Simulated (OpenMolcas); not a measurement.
**Levels of Se5+ by method**

| Property | Result |
| --- | --- |
| Program | OpenMolcas 26.06 |
| Basis | ANO-RCC-VTZP [6s5p3d1f] |
| Scalar Hamiltonian | DKH2, point nucleus |
| Active space | 1 electron in 4 orbitals (4s 4p) |
| State averaging | 2S+1 = 2 even, 1 root; 2S+1 = 2 odd, 3 roots |
| Spin-orbit coupling | RASSI with atomic mean-field integrals over the reference wave functions, term energies averaged over their components |

Methods on the same reference wave functions:
A. CASSCF
B. SS-CASPT2, IPEA 0.25 Eh, imaginary shift 0.1 Eh (closed shells correlated: 3d)
C. XMS-CASPT2, IPEA 0.25 Eh, imaginary shift 0.1 Eh (closed shells correlated: 3d)

Energies in cm-1 above 4s 2S 1/2, the measured ground level; measured values from Moore, Atomic Energy Levels, vol. II, NSRDS-NBS 35 (1971 reprint of NBS Circular 467, 1952).

| Level | A | B | C | Measured |
| --- | --- | --- | --- | --- |
| 4s 2S 1/2 | 0.0 | 0.0 | 0.0 | 0.0 |
| 4p 2P* 1/2 | 111474 | 111925 | 111870 | 112762 |
| 4p 2P* 3/2 | 116385 | 116836 | 116782 | 118462 |

Deviations, from unrounded energies. A percentage is the sum of absolute deviations over the sum of measured energies, with the sign that they share, or ± where signs differ.

```
           Against measurement  Levels     A     B     C
mean absolute deviation (cm-1)       2  1700  1200  1300
      other configurations (%)       2  -1.5  -1.1  -1.1
```

B, C lie about equally close to measurement and A furthest from it. The largest miss of B in the table is 4p 2P* 3/2, by -1600 cm-1. The ranking rests on the paired levels alone, and a cruder setting can come out closer through cancelling errors.

Between B and C the level of the table that moves most is 4p 2P* 1/2, by 55 cm-1 (lowest in C, highest in B).

The lowest spin-free term lies below A's lowest term by 0.030 hartree in B, 0.030 hartree in C.

With one active electron the reference holds no correlation, so core polarisation is missing (holds for A). With one active electron, CASPT2 adds the correlation within the correlated inactive shells and between them and that electron, and leaves the splitting within a term as the reference gives it (holds for B; C). Computed and measured levels are paired by configuration, term and J; levels that our copy of the source lacks, or whose pairing is in doubt (as where it misses far off the trend of its configuration), stay unpaired and out of the deviations. Only configurations of the active space appear.

* marks odd parity.
